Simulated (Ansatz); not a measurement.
`NB(F)[O][GeH3]` + `[GeH3][SeH]` → `[GeH3][Se][GeH3]` + `NB(O)F`  (ligand exchange at a Ge–O bond)

Program: Ansatz. Geometries: PBE0-D4/def2-TZVP. ΔE: electronic, gas phase. CCSD(T)/CBS adds triple-zeta CCSD(T) − MP2 to the extrapolated MP2 energy (def2 sets, frozen cores). Functionals use def2-TZVPP. B3LYP here is the variant with VWN-RPA as its local correlation; programs differ in this. For Ge, Se outer-core shells are correlated without core-valence functions, which leaves a few kJ/mol of doubt a bond. Scalar relativity is left out up to krypton. One conformer a species, not always the lowest.

`NB(F)[O][GeH3]`:

```xyz
10

N    -0.684    1.761   -1.140
B    -0.201    0.858   -0.184
F     0.155    1.338    1.029
O    -0.083   -0.468   -0.441
Ge    0.525   -1.680    0.727
H    -0.774    2.743   -0.957
H    -0.965    1.468   -2.057
H    -0.397   -1.694    1.955
H     0.458   -3.003   -0.044
H     1.967   -1.321    1.111
```

`[GeH3][SeH]`:

```xyz
6

Ge   -0.167   -0.576   -0.001
Se    0.123    1.607   -0.840
H    -1.073   -0.558    1.239
H    -0.836   -1.352   -1.143
H     1.191   -1.199    0.350
H     0.761    2.079    0.395
```

`[GeH3][Se][GeH3]`:

```xyz
9

Ge   -1.640   -0.582   -0.088
Se    0.298   -0.730   -1.415
Ge    1.654    0.549    0.023
H    -1.383   -1.213    1.290
H    -2.729   -1.355   -0.841
H    -2.045    0.890    0.088
H     1.746   -0.130    1.400
H     1.065    1.959    0.184
H     3.034    0.612   -0.641
```

`NB(O)F`:

Cartesian coordinates in Å:
```
N 0.669 0.607 -0.245
B -0.339 -0.374 -0.268
O -1.015 -0.846 0.817
F -0.679 -0.905 -1.447
H 1.122 0.903 -1.090
H 0.999 1.067 0.582
H -0.756 -0.452 1.651
```

| level | ΔE (kJ/mol) | difference from CCSD(T)/CBS |
| --- | --- | --- |
| PBE0-D4 | -34.7 | -6.0 |
| ωB97X-V | -20.9 | 7.8 |
| PBE | -31.9 | -3.2 |
| PBE0 | -32.6 | -3.9 |
| B3LYP | -20.8 | 7.9 |
| HF/def2-TZVPP | -12.9 | 15.8 |
| SCS-MP2/def2-TZVPP | -20.1 | 8.6 |
| CCSD/def2-TZVPP | -20.7 | 8.0 |
| MP2/CBS(def2) | -33.9 | -5.2 |
| CCSD/CBS(def2) | -27.2 | 1.5 |
| CCSD(T)/CBS | -28.7 | 0 |

Largest T1 diagnostic among the species: 0.012.

The D4 term adds −3.9 kJ/mol with B3LYP and −2.0 kJ/mol with PBE0; it sums over pairs of atoms, weighted by their polarisabilities, and B3LYP, whose exchange is more repulsive, gets the larger term. In def2-TZVPP, CCSD(T) changes the Hartree–Fock value by −9.3 kJ/mol (the triples alone add −1.5 kJ/mol) and MP2 by −14.6 kJ/mol.
